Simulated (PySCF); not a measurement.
Isomers of C8H12Si, mass 136.071 u with the commonest isotopes. Theory: PBE0/pcSseg-1 in PySCF (dipole) on a GFN2-xTB geometry, gas phase. One conformer each, none proved a minimum here; rigid rotors.

Task: Order these by rotational constant A, smallest first.
A. `[CH2:1]=[CH:2][C:3]1=[CH:4][SiH2:5][C@H:6]2[CH2:7][C@@H:8]1[CH2:9]2` with C1–C2–C3–C4 180°
B. `[CH:1]#[C:2][C@:3]([CH3:4])([C:5]#[C:6][CH3:7])[SiH2:8][CH3:9]` with C2–C3–Si8–C9 59°
C. `[CH:1]#[C:2][SiH:3]([CH2:4][CH:5]=[CH2:6])[CH2:7][CH:8]=[CH2:9]` with C2–Si3–C4–C5 64°, Si3–C4–C5–C6 108°, C2–Si3–C7–C8 62°, Si3–C7–C8–C9 107°
D. `[SiH3:1][CH2:2][C:3]1=[CH:4][CH:5]=[CH:6][C:7]12[CH2:8][CH2:9]2` with Si1–C2–C3–C4 81°
E. `[CH2:1]=[CH:2][Si:3]([CH:4]=[CH2:5])([CH:6]=[CH2:7])[CH:8]=[CH2:9]` with C1–C2–Si3–C4 133°, C2–Si3–C4–C5 -144°, C2–Si3–C6–C7 -130°, C2–Si3–C8–C9 -128° (tetravinylsilane)
F. `[CH3:1][c:2]1[cH:3][cH:4][c:5]([CH2:6][SiH3:7])[cH:8][cH:9]1` with C4–C5–C6–Si7 -89°
G. `C[C@@H]1[SiH2]CC2=C1C=CC2`
H. `[CH3:1][Si@@H:2]1[CH:3]=[CH:4][CH:5]=[C:6]1[CH:7]1[CH2:8][CH2:9]1` with C5–C6–C7–C8 -37°

Result: E (1328 MHz), B (1464 MHz), C (1550 MHz), D (2121 MHz), H (2233 MHz), G (2317 MHz), A (2603 MHz), F (3644 MHz).

Task: Order these by radius of gyration √(Σ m r²/M), smallest first.
A. `[CH:1]#[C:2][C@:3]([CH3:4])([C:5]#[C:6][CH3:7])[SiH2:8][CH3:9]` with C2–C3–Si8–C9 59°
B. `[CH2:1]=[CH:2][C:3]1=[CH:4][SiH2:5][C@H:6]2[CH2:7][C@@H:8]1[CH2:9]2` with C1–C2–C3–C4 180°
C. `[CH2:1]=[CH:2][Si:3]([CH:4]=[CH2:5])([CH:6]=[CH2:7])[CH:8]=[CH2:9]` with C1–C2–Si3–C4 133°, C2–Si3–C4–C5 -144°, C2–Si3–C6–C7 -130°, C2–Si3–C8–C9 -128°
D. `[CH3:1][c:2]1[cH:3][cH:4][c:5]([CH2:6][SiH3:7])[cH:8][cH:9]1` with C4–C5–C6–Si7 -89°
E. `[SiH3:1][CH2:2][C:3]1=[CH:4][CH:5]=[CH:6][C:7]12[CH2:8][CH2:9]2` with Si1–C2–C3–C4 81°

Result: B (2.107 Å), E (2.188 Å), C (2.238 Å), A (2.328 Å), D (2.456 Å).

Task: Order these by rotational constant C, smallest first.
A. `C1C2=C(C=C1)[C@H](C)[SiH2]C2`
B. `[CH2:1]=[CH:2][Si:3]([CH:4]=[CH2:5])([CH:6]=[CH2:7])[CH:8]=[CH2:9]` with C1–C2–Si3–C4 133°, C2–Si3–C4–C5 -144°, C2–Si3–C6–C7 -130°, C2–Si3–C8–C9 -128° (tetravinylsilane)
C. `[CH2:1]=[CH:2][C:3]1=[CH:4][SiH2:5][C@H:6]2[CH2:7][C@@H:8]1[CH2:9]2` with C1–C2–C3–C4 180°
D. `[CH3:1][c:2]1[cH:3][cH:4][c:5]([CH2:6][SiH3:7])[cH:8][cH:9]1` with C4–C5–C6–Si7 -89°
E. `[CH3:1][Si@@H:2]1[CH:3]=[CH:4][CH:5]=[C:6]1[CH:7]1[CH2:8][CH2:9]1` with C5–C6–C7–C8 -37°
F. `[SiH3:1][CH2:2][C:3]1=[CH:4][CH:5]=[CH:6][C:7]12[CH2:8][CH2:9]2` with Si1–C2–C3–C4 81°
G. `[CH:1]#[C:2][SiH:3]([CH2:4][CH:5]=[CH2:6])[CH2:7][CH:8]=[CH2:9]` with C2–Si3–C4–C5 64°, Si3–C4–C5–C6 108°, C2–Si3–C7–C8 62°, Si3–C7–C8–C9 107°

Result: D (652.6 MHz), G (672.2 MHz), E (787.2 MHz), F (839.6 MHz), A (873.5 MHz), C (898.6 MHz), B (1024 MHz).

| SMILES | point group | Ia (u·Å²) | Ib (u·Å²) | Ic (u·Å²) | κ | μa (D) | μb (D) | μc (D) |
| --- | --- | --- | --- | --- | --- | --- | --- | --- |
| C=CC1=C[SiH2][C@H]2C[C@@H]1C2 | Cs | 194.13 | 451.51 | 562.40 | -0.74 | 0.40 | 0.67 | 0.00 |
| [SiH3]CC1=CC=CC12CC2 | C1 | 238.26 | 462.86 | 601.91 | -0.61 | 0.07 | 1.05 | 0.37 |
| C#C[C@](C)(C#CC)[SiH2]C | C1 | 345.25 | 521.78 | 608.40 | -0.56 | 0.68 | 0.63 | 0.03 |
| C=C[Si](C=C)(C=C)C=C | C1 | 380.63 | 488.99 | 493.76 | -0.93 | 0.18 | 0.21 | 0.01 |
| C[C@@H]1[SiH2]CC2=C1C=CC2 | C1 | 218.09 | 405.25 | 578.55 | -0.48 | 0.28 | 0.36 | 0.15 |
| Cc1ccc(C[SiH3])cc1 | Cs | 138.70 | 728.04 | 774.42 | -0.97 | 0.31 | 0.00 | 0.17 |
| C#C[SiH](CC=C)CC=C | C1 | 325.97 | 559.15 | 751.80 | -0.47 | 0.43 | 0.16 | 0.11 |
| C[Si@@H]1C=CC=C1C1CC1 | C1 | 226.35 | 496.65 | 641.98 | -0.68 | 0.43 | 0.68 | 0.36 |
